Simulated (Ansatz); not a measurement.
Relaxation of AlBFH₅O₂ (10 atoms, charge 0, multiplicity 1), to a largest force component of 0.03 eV/Å in at most 50 steps.

Level of theory: RKS r2SCAN-D4/def2-SVP (Ansatz 0.2.0).

```xyz
10
Properties=species:S:1:pos:R:3:forces:R:3
B -0.075 -0.230 -0.430 0.00 0.32 -0.40
F -0.394 -1.028 0.595 -0.09 -0.34 0.36
O 1.212 -0.128 -0.819 0.06 0.01 0.04
H 1.804 -0.629 -0.242 0.03 -0.02 -0.01
H -0.945 0.289 -1.071 0.00 0.02 -0.02
O -0.219 1.512 1.508 -0.33 -0.77 0.28
Al 0.920 2.443 2.391 0.01 -0.01 0.03
H 1.399 1.903 3.804 0.02 0.02 0.01
H 1.422 3.773 1.709 -0.01 0.02 -0.02
H -0.603 0.675 1.849 0.31 0.77 -0.27
```

Q: Where does it end, and by what steps?

A: The forces met the threshold. After 18 steps the energy has fallen by 1.362 eV; O3 moved furthest, 1.31 Å. Joined: B1–O6 (2.61 → 1.55 Å), O3–Al7 (4.12 → 1.88 Å).

```
step  energy less start (eV)  largest force component (eV/Å)  accepted
   0                  0.0000                           0.774       yes
   1                 -0.0147                           0.263       yes
   2                 -0.0208                           0.199       yes
   3                 -0.0231                           0.320       yes
   4                 -0.0338                           0.275       yes
   5                 -0.0483                           0.380       yes
   6                 -0.0694                           0.922       yes
   7                 -0.1596                           0.838       yes
   8                 -0.3666                           1.271       yes
   9                 -0.7581                           0.906       yes
  10                 -1.1255                           1.635       yes
  11                 -1.2005                           1.181       yes
  12                 -1.2493                           1.043       yes
  13                 -1.3106                           0.265       yes
  14                 -1.3330                           0.292       yes
  15                 -1.3343                           0.813       yes
  16                 -1.3587                           0.181       yes
  17                 -1.3603                           0.153       yes
  18                 -1.3618                           0.026       yes
```

```xyz
10
Properties=species:S:1:pos:R:3
B -0.143 0.192 0.185
F -0.156 -1.081 0.689
O 1.308 0.724 0.167
H 1.964 0.048 -0.042
H -0.721 0.351 -0.870
O -0.599 1.184 1.280
Al 1.125 1.821 1.686
H 1.729 1.164 2.996
H 1.293 3.353 1.339
H -1.279 0.825 1.863
```

Whether the end is a true minimum wasn't checked by a vibrational analysis.

Time of the run: 29 s on 4 threads of Arm Neoverse V2, on a shared host, peak memory 0.17 GiB.
